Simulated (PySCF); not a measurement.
**From computed data to an observable: refractive index and permittivity of the vapour**

Pb(SH)(SiH3) (H4PbSSi), SMILES [SiH3][Pb][SH] (connectivity only; charge and spin as stated), neutral, multiplicity 1.

Geometry: B3LYP-D3(BJ)/def2-SVP. The def2 effective core potentials stand for the cores of Pb; spin–orbit coupling is left out. One conformer was computed; it need not be the lowest.

r2SCAN/def2-TZVPD (PySCF) gives a mean static polarisability of 111.4 bohr³ and a dipole moment of 2.99 D. Take an ideal gas at 298.15 K and 0.01 bar, whether or not the substance is that volatile.

Q: Work out n − 1 in the optical limit and the static ε − 1.

A: 
Polarisability volume α' = 111.4 × 0.148185 = 16.51 Å³. Number density N = p/kT = 2.43e-7 Å⁻³.
Dilute limit of Lorentz–Lorenz: n − 1 = 2π N α' = 2.5e-5.
Orientation term of Debye: μ²/(3kT) = 8.098 Å³ × μ²(D²) = 72.40 Å³.
ε − 1 = 4π N (α' + μ²/3kT) = 0.00027. Orientation of the dipole supplies 81 % of the static response; it can't follow optical fields. Vibrational polarisation and dispersion are left out.
